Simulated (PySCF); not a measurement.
CsI, charge -1, doublet, at the geometry of the source list (a state made from the parent by changing its charge; the spin is typed, not shown lowest) (core potentials on Cs, I) (in this run its highest filled SCF level lies above zero, so its values depend strongly on the basis, on diffuse functions most of all); BLYP/def2-TZVP (PySCF).

The PySCF input:
```python
from pyscf import gto, scf, dft

mol = gto.M(
    atom='''
Cs   -1.121400   -0.796600   -0.955500
I     1.121400    0.796600    0.955500
''',
    basis='def2-tzvp',
    ecp={'Cs': 'def2-tzvp', 'I': 'def2-tzvp'},
    charge=-1,
    spin=1,
    verbose=4,
)

mf = dft.UKS(mol)
mf.xc = 'blyp'
mf.grids.level = 4
mf.kernel()
mf.analyze()
```

Output, abridged:

```
PySCF version 2.14.0

[INPUT] verbose = 4
[INPUT] num. atoms = 2
[INPUT] num. electrons = 35
[INPUT] charge = -1
[INPUT] spin (= nelec alpha-beta = 2S) = 1
[INPUT] symmetry False subgroup None
[INPUT] Mole.unit = angstrom
[INPUT] Symbol           X                Y                Z      unit          X                Y                Z       unit  Magmom
[...]
nuclear repulsion = 35.5451436132984
number of shells = 27
number of NR pGTOs = 135
number of NR cGTOs = 79
basis = def2-tzvp
ecp = {'Cs': 'def2-tzvp', 'I': 'def2-tzvp'}

******** <class 'pyscf.dft.uks.UKS'> ********
method = UKS
initial guess = minao
damping factor = 0
level_shift factor = 0
DIIS = <class 'pyscf.scf.diis.CDIIS'>
diis_start_cycle = 1
diis_space = 8
diis_damp = 0
SCF conv_tol = 1e-09
SCF conv_tol_grad = None
SCF max_cycles = 50
direct_scf = True
direct_scf_tol = 1e-13
number electrons alpha = 18  beta = 17
XC library pyscf.dft.libxc version 7.1.2
    S. Lehtola, C. Steigemann, M. J. T. Oliveira, and M. A. L. Marques,  SoftwareX 7, 1–5 (2018)
XC functionals = blyp
    A. D. Becke,  Phys. Rev. A 38, 3098 (1988)
    C. Lee, W. Yang, and R. G. Parr,  Phys. Rev. B 37, 785 (1988)
    B. Miehlich, A. Savin, H. Stoll, and H. Preuss,  Chem. Phys. Lett. 157, 200 (1989)
radial grids:
    Treutler-Ahlrichs [JCP 102, 346 (1995); DOI:10.1063/1.469408] (M4) radial grids

becke partition: Becke, JCP 88, 2547 (1988); DOI:10.1063/1.454033
pruning grids: <function nwchem_prune>
grids dens level: 4
symmetrized grids: False
atomic radii adjust function: <function treutler_atomic_radii_adjust>
small_rho_cutoff = 0
Set gradient conv threshold to 3.16228e-05
tot grids = 66048
init E= -272.505224746587

cycle= 1 E= -314.871111343151  delta_E= -42.4  |g|= 2.76  |ddm|= 13.3

cycle= 2 E= -304.382281816811  delta_E= 10.5  |g|= 3.74  |ddm|= 15.8
cycle= 3 E= -317.134726539514  delta_E= -12.8  |g|= 0.81  |ddm|=   15
cycle= 4 E= -317.084972480808  delta_E= 0.0498  |g|=  0.9  |ddm|= 4.13
cycle= 5 E= -317.854743157099  delta_E= -0.77  |g|= 0.164  |ddm|= 2.98
cycle= 6 E= -317.868447370774  delta_E= -0.0137  |g|= 0.143  |ddm|= 0.888
cycle= 7 E= -317.877469391166  delta_E= -0.00902  |g|= 0.017  |ddm|= 0.153
cycle= 8 E= -317.877683869894  delta_E= -0.000214  |g|= 0.00452  |ddm|= 0.0485
cycle= 9 E= -317.877698622554  delta_E= -1.48e-05  |g|= 0.000954  |ddm|= 0.0113
cycle= 10 E= -317.877699391985  delta_E= -7.69e-07  |g|= 0.000266  |ddm|= 0.00308
cycle= 11 E= -317.877699455987  delta_E= -6.4e-08  |g|= 2.96e-05  |ddm|= 0.00057
cycle= 12 E= -317.877699456925  delta_E= -9.38e-10  |g|= 3.23e-06  |ddm|= 0.000111
Extra cycle  E= -317.877699456927  delta_E= -2.27e-12  |g|= 3.97e-06  |ddm|= 1.64e-05
converged SCF energy = -317.877699456927  <S^2> = 0.75004359  2S+1 = 2.0000436
**** SCF Summaries ****
Total Energy =                        -317.877699456927360
Nuclear Repulsion Energy =              35.545143613298436
One-electron Energy =                 -628.485684717370532
Two-electron Energy =                  275.062841647144751
Two-electron Coulomb Energy =          300.524415760627733
DFT Exchange-Correlation Energy =      -25.461574113482971
**** MO energy ****
                             alpha | beta                alpha | beta
[...]
WARN: Weak orthogonality for localized orbitals 5.59632942422095e-09

spin_pop of  0 Cs 5s        0.00017
spin_pop of  0 Cs 6s        0.76378
spin_pop of  0 Cs 7s        0.00975
spin_pop of  0 Cs 8s        0.02760
spin_pop of  0 Cs 9s        0.00329
spin_pop of  0 Cs 5px       0.00092
spin_pop of  0 Cs 5py       0.00097
spin_pop of  0 Cs 5pz       0.00094
spin_pop of  0 Cs 6px       0.02401
spin_pop of  0 Cs 6py       0.01127
spin_pop of  0 Cs 6pz       0.01692
spin_pop of  0 Cs 7px       0.01997
spin_pop of  0 Cs 7py       0.01031
spin_pop of  0 Cs 7pz       0.01459
spin_pop of  0 Cs 5dxy      0.00001
spin_pop of  0 Cs 5dyz      0.00025
spin_pop of  0 Cs 5dz^2     0.00003
spin_pop of  0 Cs 5dxz      0.00028
spin_pop of  0 Cs 5dx2-y2    0.00020
spin_pop of  0 Cs 6dxy      0.00000
spin_pop of  0 Cs 6dyz      0.00131
spin_pop of  0 Cs 6dz^2     0.00011
spin_pop of  0 Cs 6dxz      0.00112
spin_pop of  0 Cs 6dx2-y2    0.00083
spin_pop of  0 Cs 7dxy     -0.00000
spin_pop of  0 Cs 7dyz      0.00200
spin_pop of  0 Cs 7dz^2     0.00017
spin_pop of  0 Cs 7dxz      0.00108
spin_pop of  0 Cs 7dx2-y2    0.00078
spin_pop of  1 I 4s        0.00001
spin_pop of  1 I 5s        0.01096
spin_pop of  1 I 6s        0.02243
spin_pop of  1 I 7s        0.00209
spin_pop of  1 I 8s        0.00239
spin_pop of  1 I 9s        0.00105
spin_pop of  1 I 4px       0.00003
spin_pop of  1 I 4py       0.00010
spin_pop of  1 I 4pz       0.00006
spin_pop of  1 I 5px       0.00020
spin_pop of  1 I 5py       0.00004
spin_pop of  1 I 5pz       0.00002
spin_pop of  1 I 6px       0.00042
spin_pop of  1 I 6py       0.01915
spin_pop of  1 I 6pz       0.00972
spin_pop of  1 I 7px       0.01330
spin_pop of  1 I 7py       0.00230
spin_pop of  1 I 7pz       0.00104
spin_pop of  1 I 8px       0.00187
spin_pop of  1 I 8py       0.00007
spin_pop of  1 I 8pz       0.00003
spin_pop of  1 I 4dxy     -0.00003
spin_pop of  1 I 4dyz     -0.00003
spin_pop of  1 I 4dz^2    -0.00003
spin_pop of  1 I 4dxz     -0.00003
spin_pop of  1 I 4dx2-y2    0.00000
spin_pop of  1 I 5dxy      0.00002
spin_pop of  1 I 5dyz      0.00002
spin_pop of  1 I 5dz^2     0.00002
spin_pop of  1 I 5dxz      0.00002
spin_pop of  1 I 5dx2-y2    0.00000
spin_pop of  1 I 6dxy      0.00002
spin_pop of  1 I 6dyz      0.00001
spin_pop of  1 I 6dz^2     0.00003
spin_pop of  1 I 6dxz      0.00001
spin_pop of  1 I 6dx2-y2    0.00000
spin_pop of  1 I 4f-3      0.00000
spin_pop of  1 I 4f-2      0.00000
spin_pop of  1 I 4f-1      0.00000
spin_pop of  1 I 4f+0      0.00000
spin_pop of  1 I 4f+1      0.00000
spin_pop of  1 I 4f+2      0.00000
spin_pop of  1 I 4f+3      0.00000
spin_pop of  1 I 5f-3     -0.00000
spin_pop of  1 I 5f-2     -0.00000
spin_pop of  1 I 5f-1      0.00000
spin_pop of  1 I 5f+0     -0.00000
spin_pop of  1 I 5f+1      0.00000
spin_pop of  1 I 5f+2      0.00000
spin_pop of  1 I 5f+3      0.00000

WARN: Weak orthogonality for localized orbitals 5.59632942422095e-09

In total            18.00000 | 17.00000

WARN: System has nonzero charge -1; the dipole moment is origin-dependent.
Location of origin: [0. 0. 0.]

Dipole moment(X, Y, Z, Debye):  2.03530,  1.44585,  1.73413
```
